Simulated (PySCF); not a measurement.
# How the method changes the shape and vibrations of BClH3Si

All numbers below are calculated, not measured. They come from PySCF 2.14.0, an open-source quantum chemistry program, on an isolated molecule that a program drew, which may never have been made. The molecule is BClH3Si (charge 0, doublet), drawn as the SMILES string `[SiH2]BCl`.

The geometry was optimised and harmonic frequencies were computed with HF and MP2, all in the cc-pV(D+d)Z basis, for the commonest isotopes, with a restricted reference for singlets and an unrestricted one otherwise, and a frozen core in MP2. Each result is a local minimum of its method.

Geometry at the HF minimum:
```xyz
6
BClH3Si, angstrom
Si    0.5839    0.5873    0.5552
B    -1.3865    0.6770    0.2984
Cl   -2.2146    2.2360    0.1906
H     1.4122    1.7625    0.2185
H     1.2668   -0.6866    0.2471
H    -2.0735   -0.2990    0.2840
```

Lengths of the bonds as drawn, in Å (atoms numbered as above):
```
bond,HF,MP2
Si1-B2,1.989,1.954
B2-Cl3,1.769,1.761
Si1-H4,1.477,1.477
Si1-H5,1.478,1.478
B2-H6,1.194,1.204
```

Rotational constants, in GHz:
| constant | HF | MP2 |
|---|---|---|
| A | 33.53 | 34.23 |
| B | 2.827 | 2.886 |
| C | 2.616 | 2.662 |

Harmonic frequencies in cm^-1, each column in rising order, so a row needn't be the same motion in every method:
| rank | HF | MP2 |
|---|---|---|
| 1 | 197 | 186 |
| 2 | 246 | 270 |
| 3 | 327 | 298 |
| 4 | 533 | 511 |
| 5 | 702 | 699 |
| 6 | 752 | 707 |
| 7 | 867 | 868 |
| 8 | 1001 | ? |
| 9 | 1125 | 1090 |
| 10 | 2328 | 2307 |
| 11 | 2342 | 2332 |
| 12 | 2758 | 2687 |

**Estimate the missing MP2 frequency from the HF column.**

A single factor s that minimises the squared misfit of MP2 against s times HF over the other rows is sum(HF x MP2) / sum(HF^2) = 0.9837, with an rms misfit of 21 cm^-1. For rank 8 it gives 0.9837 x 1001 = 985 cm^-1. The calculation gives 954 cm^-1, 31 cm^-1 below the estimate. The drawn bonds are on average 0.3 % shorter in MP2 than in HF.
